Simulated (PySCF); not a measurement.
# Bond curve of NaSb

Set-up: PySCF, scalar-relativistic core potentials, basis sets Na aug-cc-pVDZ, Sb aug-cc-pVDZ-PP with ECP28. Energies in eV from Na + Sb in their ground configurations at the same level. State: ³Σ⁻ (triplet), unpaired electrons π ↑↑.

```tsv
R (Å)	PBE0
2.527	-0.838
2.645	-1.039
2.763	-1.149
2.851	-1.188
2.939	-1.198
3.027	-1.186
3.145	-1.144
3.292	-1.063
3.468	-0.943
3.703	-0.772
```

**Question.** Put a parabola through the three lowest points of the PBE0 curve and estimate Re, k and ωe (reduced mass 19.32 u; 1 eV/Å² = 0.16022 mdyn/Å; ωe = 1302.8·√(k/μ) cm⁻¹).

**Answer.** Through R = 2.851, 2.939, 3.027 Å the second-order coefficient is 1.42 eV/Å², so Re ≈ 2.935 Å, k ≈ 0.455 mdyn/Å and ωe ≈ 200 cm⁻¹. A polynomial fit of higher order to the unrounded PBE0 energies gives Re = 2.932 Å, k = 0.466 mdyn/Å, ωe = 202 cm⁻¹; anharmonicity and rounding make the difference.

The higher-order fit for each curve: PBE0: Re = 2.932 Å, ωe = 202 cm⁻¹, De = 1.20 eV.

⟨S²⟩ of the unrestricted solution departs from its pure value on part of the curve, where spin states mix. Spin–orbit coupling is left out, which matters for elements this heavy, above all for dissociation energies. The state is the lowest determinant that a PBE0 search found; another state may lie lower at other levels.
